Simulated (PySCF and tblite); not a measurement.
Values are calculated unless marked as measured or tabulated.
Stationary points of C$_{6}$H$_{6}$O$_{3}$ at PBE0-D3(BJ)/def2-SVP, in Å:

Structure A

```
 1 C    -2.982    0.493   -0.025
 2 C    -1.595   -0.063   -0.274
 3 C    -0.527    0.637    0.528
 4 O    -0.745    1.544    1.295
 5 C     0.834    0.146    0.322
 6 C     1.963   -0.264    0.144
 7 C     3.301   -0.808   -0.003
 8 O     3.712   -1.741    0.631
 9 O     4.006   -0.149   -0.923
10 H    -3.031    1.560   -0.283
11 H    -3.257    0.403    1.035
12 H    -3.729   -0.045   -0.625
13 H    -1.530   -1.140   -0.035
14 H    -1.305    0.006   -1.338
15 H     4.880   -0.571   -0.956
```

Structure B

```
 1 C    -2.998    0.453    0.047
 2 C    -1.602   -0.046   -0.263
 3 C    -0.536    0.654    0.539
 4 O    -0.752    1.529    1.341
 5 C     0.835    0.204    0.292
 6 C     1.972   -0.170    0.091
 7 C     3.314   -0.607   -0.139
 8 O     3.876   -1.548    0.492
 9 O     4.090   -0.107   -1.003
10 H    -3.087    1.529   -0.161
11 H    -3.242    0.306    1.109
12 H    -3.744   -0.081   -0.558
13 H    -1.496   -1.130   -0.074
14 H    -1.343    0.079   -1.330
15 H     4.711   -1.066   -0.381
```

Geometries: PBE0-D3(BJ)/def2-SVP; energies: PBE0/pcSseg-1 + D3(BJ); zero-point and thermal terms from GFN2-xTB harmonic modes (soft modes blended into free rotors).

Q: Which structure is a saddle point, and along which motion?

A: B: one imaginary mode (1782i cm⁻¹ at GFN2-xTB, mostly on H15), along the shift of hydrogen on O9 from O9 to O8.

Q: Give their symmetry and energies above the lowest.

A: A C1, 0.0 kcal/mol; B Cs, 33.8 kcal/mol.

Tunnelling of the moving H, left out here, will speed the real process. In real samples such hydrogens mostly exchange between molecules or through solvent, far faster than by this path.
